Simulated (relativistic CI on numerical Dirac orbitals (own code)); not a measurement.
Computed by Dirac-Coulomb-Breit CI, orbitals from a KLI potential per configuration, model QED (radiative potential, 1s self-energy scaled to tabulated hydrogen-like ionisation energies), unscaled Slater integrals (own radial code, finite nucleus).

The strongest absorption lines from the ground level of an ion, among the configurations computed and to levels below about 940 eV (vacuum wavelength in nm, gf): 1.8322 (0.13), 1.8383 (0.032), 2.3419 (0.006), 2.3937 (0.0038), 2.5338 (0.35), 2.5523 (0.16), 17.443 (0.63), 26.659 (0.013).

(1) Which ion is it?
A. Se22+
B. Kr24+
C. Se20+
D. Ge20+

Answers

(1) A. Se22+ has 12 electrons and the ground level 3s² ¹S0; the strongest line goes to 3s3p ¹P°1. The pattern of lines fixes the number of electrons, and along that sequence the line energies rise steadily with the charge (about as its square where n changes within one kind of shell, about linearly where n is kept but much faster in heavy ions where fine structure, which grows about as Z⁴, sets the gap, and irregularly where shells cross), which fixes Z. Configurations outside the model, such as inner-shell arrays, can give stronger lines. At this charge energies of transitions that change n are usually good to better than 1 %, and those within a shell (Δn = 0) to a few per cent.

LS names give the leading component of a level, which can be under half, so a name can repeat, a term be missing and a line seem to break the LS rules.
